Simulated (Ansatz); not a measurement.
Pulling on the Ge1–H3 bond in GeH5N (SMILES [NH2][GeH3]) (multiplicity 1 held, fragments rigid). Energies count from the point at 1.537 Å.
Geometry at that point (charge 0, multiplicity 1):
```json
[
 {"atom": "Ge", "x (Å)": "-0.3602", "y (Å)": "0.0405", "z (Å)": "0.0299"},
 {"atom": "N", "x (Å)": "1.4703", "y (Å)": "-0.1400", "z (Å)": "-0.2088"},
 {"atom": "H", "x (Å)": "-1.0324", "y (Å)": "-0.9064", "z (Å)": "-0.9769"},
 {"atom": "H", "x (Å)": "-0.7026", "y (Å)": "1.5079", "z (Å)": "-0.2731"},
 {"atom": "H", "x (Å)": "-0.8590", "y (Å)": "-0.3067", "z (Å)": "1.4546"},
 {"atom": "H", "x (Å)": "1.8070", "y (Å)": "-1.0853", "z (Å)": "-0.0769"},
 {"atom": "H", "x (Å)": "2.0201", "y (Å)": "0.4746", "z (Å)": "0.3779"}
]
```

Signs of static correlation in cc-pVDZ, with CASSCF(2,2), from Ansatz (an electronic-structure program) runs.

| R (Å) | T1 of restricted CCSD | ⟨S²⟩ of UHF | largest double amplitude of restricted CCSD | weight of the CASSCF reference in MRCISD | CASSCF natural occupations |
|---|---|---|---|---|---|
| 1.230 | 0.010 | 0.000 | 0.032 | 0.907 | 1.99 0.01 |
| 1.383 | 0.010 | 0.000 | 0.033 | 0.907 | 1.99 0.01 |
| 1.537 | 0.010 | 0.000 | 0.031 | 0.907 | 1.98 0.02 |
| 1.691 | 0.010 | 0.000 | 0.052 | 0.907 | 1.97 0.03 |
| 1.844 | 0.011 | 0.000 | 0.046 | 0.907 | 1.96 0.04 |
| 2.075 | 0.012 | 0.000 | 0.099 | 0.907 | 1.93 0.07 |
| 2.305 | 0.015 | 0.276 | (withheld) | 0.907 | 1.88 0.12 |
| 2.690 | 0.024 | 0.733 | 0.301 | 0.907 | 1.75 0.25 |
| 3.074 | 0.037 | 0.903 | 0.439 | 0.907 | 1.57 0.43 |
| 3.535 | 0.055 | 0.973 | (withheld) | 0.907 | 1.36 0.64 |
| 4.150 | 0.071 | 0.997 | 0.801 | 0.907 | 1.17 0.83 |
| 4.918 | 0.079 | 1.003 | 0.925 | 0.907 | 1.06 0.94 |

**Question.** What belongs in the gaps?

**Answer.** 
- 2.305, largest double amplitude of restricted CCSD: 0.182
- 3.535, largest double amplitude of restricted CCSD: 0.614

Doubts at one or more of the structures used: a restricted determinant that unrestricted orbitals would lower (R-CCSD(T)/cc-pVDZ); other coupled-cluster roots lie near (R-CCSD(T)/cc-pVDZ); T1 above 0.05 (R-CCSD(T)/cc-pVDZ, U-CCSD(T)/cc-pVDZ); a spin-contaminated determinant (U-CCSD(T)/cc-pVDZ).
